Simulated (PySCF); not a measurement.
H2Al2Br4O2, singlet (PBE0/def2-SVP optimised geometry):

```
10

Al    -0.725     1.219     0.000
Al     0.725    -1.219     0.000
O     -0.002    -0.001     1.181
H     -0.005    -0.002     2.142
Br     0.348     3.199     0.006
Br    -2.977     1.220    -0.004
O      0.002     0.001    -1.181
H      0.007     0.004    -2.142
Br     2.977    -1.219     0.000
Br    -0.347    -3.199    -0.003
```

Method: PBE0/def2-TZVP in PySCF.

Problem. What are the frontier orbital energies and the dipole moment?

Solution. HOMO-2 -8.61 eV, HOMO-1 -8.43 eV, HOMO -8.40 eV, LUMO -1.03 eV, LUMO+1 -0.50 eV; dipole moment 0.00 D.

On the same geometry PBE/def2-TZVP (PySCF 2.14.0) gives HOMO-2 -7.31 eV, HOMO-1 -7.13 eV, HOMO -7.11 eV, LUMO -1.88 eV, LUMO+1 -1.29 eV; dipole moment 0.00 D.

Meta-Löwdin charges at PBE0/def2-TZVP: Al1 0.94, Al2 0.94, O3 -0.72, H4 0.39, Br5 -0.31, Br6 -0.31, O7 -0.72, H8 0.39, Br9 -0.31, Br10 -0.31.
